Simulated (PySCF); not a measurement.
Structure with atom numbers: `[CH2:1]=[C:2]([F:3])[C:4](=[O:5])[O:6][CH2:7][CH3:8]`; H(Xn) means a hydrogen on atom n. Ha(C1) is cis to F3; Hb(C1) is trans to F3.

Calculated, not measured (PySCF): σ from GIAO-B97-2/pcSseg-2, geometry: PBE0-D3(BJ)/def2-TZVP. One conformer, relativity neglected, rapidly exchanging positions averaged, gas phase.

**Question.** List the cross peaks expected in HSQC, COSY and HMBC spectra.

**Answer.** 

HSQC (one-bond C–H):
| δH | δC |
| --- | --- |
| 6.11 (Hb(C1)) | 109.3 (C1) |
| 5.32 (Ha(C1)) | 109.3 (C1) |
| 4.11 (H(C7)) | 66.1 (C7) |
| 1.34 (H(C8)) | 15.9 (C8) |

COSY cross peaks (H two or three bonds apart, from the bond graph; peaks can be absent where the dihedral angle is near 90°):
| δH | δH |
| --- | --- |
| 6.11 (Hb(C1)) | 5.32 (Ha(C1)) |
| 4.11 (H(C7)) | 1.34 (H(C8)) |

HMBC (two and three bonds, from the bond graph):
| δH | δC |
| --- | --- |
| 6.11 (Hb(C1)) | 168.0 (C4), 166.0 (C2) |
| 5.32 (Ha(C1)) | 168.0 (C4), 166.0 (C2) |
| 4.11 (H(C7)) | 168.0 (C4), 15.9 (C8) |
| 1.34 (H(C8)) | 66.1 (C7) |

Referencing at the same level of theory: TMS for $^{1}$H (σ = 31.64 ppm) and $^{13}$C (σ = 185.38 ppm).

Shifts are as computed. Against solution values, carbons near 30 ppm lie about +3 ppm off and those near 130 ppm about +7 ppm. Of 1211 compounds with measured shifts, 218 miss one by over three times the rms of a fit or turn the order of signals round; such compounds aren't used in these exercises.
